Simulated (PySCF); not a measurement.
**Where the electron goes**

C3H2ClNSe.
Geometry (PBE0-D3(BJ)/def2-SVP, Å), atoms numbered from 1 in this order:
```xyz
8
C3H2ClNSe angstrom
Cl     3.346    0.022    0.049
C      1.651    0.200   -0.013
C      0.724   -0.805   -0.064
C     -0.607   -0.291   -0.105
N     -0.808    1.000   -0.092
Se     0.785    1.848   -0.020
H      0.981   -1.865   -0.071
H     -1.489   -0.942   -0.148
```

The calculation used TDDFT B3LYP/def2-SVPD, vertical, gas phase, core orbitals frozen in the response in PySCF 2.14.0, density-fitted response routines. Relativistic effects, spin–orbit coupling among them, are left out although an element past zinc is present.

Kohn–Sham orbitals with the atoms that hold most of them (Löwdin shares over 4%, at most four atoms; ? is withheld):

```tsv
orbital	ε (eV)	atoms
HOMO-3	-9.31	Cl1 49%, Se6 23%, C2 11%, N5 7%
HOMO-2	-8.05	N5 54%, Cl1 13%, C4 10%, Se6 10%
HOMO-1	-7.47	?
HOMO	-7.32	Se6 53%, C4 15%, C2 11%, N5 9%
LUMO	-1.74	?
LUMO+1	-1.04	Se6 65%, N5 14%, C2 10%, Cl1 5%
LUMO+2	-0.13	Cl1 50%, Se6 22%, C2 19%, N5 6%
```

Q: Which atoms hold the LUMO, and with what shares?

A: C2 (bonded to C, Cl and Se) 24%; Se6 (bonded to C and N) 21%; N5 (bonded to C and Se) 20%; C4 (bonded to C, N and H) 13%. By element: carbon 37% or more, selenium 21%, nitrogen 20%.

Q: Give the leading atoms of the HOMO-1.

A: C3 (bonded to 2 C and H) 24%; C2 (bonded to C, Cl and Se) 22%; N5 (bonded to C and Se) 21%; Cl1 (bonded to C) 21%. By element: carbon 45% or more, nitrogen 21%, chlorine 21%.

Q: The HOMO–LUMO gap is 5.58 eV. Where does the response calculation put the lowest singlet, and from which orbitals?

A: S1 is at 4.99 eV (f = 0.0003), 0.59 eV below the gap, made of HOMO→LUMO+1 (54%), HOMO-2→LUMO (45%). Its leading pair isn't HOMO and LUMO; the energies of that pair differ by 6.28 eV. Without the coupling terms of the response equations the lowest excitation would equal the gap.

Q: Give energy, strength and leading configuration of S3, S4, S5 and S6, and follow the Löwdin shares of the leading atoms from the occupied to the empty orbital.

A: 
- S3 (5.07 eV, f 0.098), HOMO→LUMO (84%): Se6 53% → 21%, C4 15% → 13%, C2 11% → 24%
- S4 (5.28 eV, f 0.089), HOMO-1→LUMO (87%): C3 24% → at most 14%, C2 22% → 24%, Se6 at most 13% → 21%
- S5 (5.31 eV, f 0.0001), HOMO-1→LUMO+1 (98%): C3 24% → at most 5%, C2 22% → 10%, Se6 at most 13% → 65%, N5 21% → 14%
- S6 (5.97 eV, f 0.038), HOMO-2→LUMO+1 (90%): N5 54% → 14%, Cl1 13% → 5%, Se6 10% → 65%
